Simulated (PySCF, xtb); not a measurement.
C3H8O2Si, SMILES [SiH2](O)CC(=O)C.

GFN2-xTB in xtb at its own geometry gives an orbital gap of 3.98 eV and a dipole moment of 2.96 D.

The structure is a stationary point at r2SCAN-D4/def2-SVP. One conformer was computed; it need not be the lowest.

### Question
What does HF/def2-TZVP run with PySCF give? (Estimate from the structure and the level; the computed values follow.)

### Answer
gap 14.63 eV (levels -11.49 and 3.14 eV), dipole 4.22 D.
